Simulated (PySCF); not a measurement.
Be(OMe)(OSiH3) (CH6BeO2Si), SMILES C[O][Be][O][SiH3]. Atoms are numbered in the order given.

```xyz
11

Be     0.0000     0.0000     0.6044
O      0.0000     0.0000     1.9964
C      0.0000     0.0000     3.3740
H      1.0148     0.1789     3.7753
H     -0.6623     0.7894     3.7753
H     -0.3525    -0.9682     3.7753
O      0.0000     0.0000    -0.8187
Si     0.0000     0.0000    -2.4607
H     -1.3993    -0.0250    -2.9861
H      0.7213    -1.1993    -2.9861
H      0.6780     1.2243    -2.9861
```
Charge 0, spin multiplicity 1.

The structure is a stationary point at r2SCAN-D4/def2-SVP. Other conformers were not sampled.

These are PySCF with B3LYP/pcSseg-1 values and carry that method's errors.

GIAO shieldings, no solvent; atoms alike by connectivity are averaged. δ = σ(ref) − σ: ¹⁷O against H2O (σ = 333.8 ppm); ¹³C against TMS (σ = 181.3 ppm); ¹H against TMS (σ = 31.68 ppm); ²⁹Si against TMS (σ = 338.7 ppm), references at their B3LYP-D3(BJ)/def2-TZVP geometries, non-relativistic.

**Question.** Estimate the chemical shifts. (The exact figures need the calculation; the answer reports its results.)

**Answer.** 
| nucleus | atoms | count | δ (ppm) |
|---|---|---|---|
| ¹⁷O | O7 | 1 | 5.5 |
| ¹⁷O | O2 | 1 | -5.9 |
| ¹³C | C3 | 1 | 56.6 |
| ¹H | H9, H10, H11 | 3 | 5.19 |
| ¹H | H4, H5, H6 | 3 | 4.34 |
| ²⁹Si | Si8 | 1 | -48.4 |
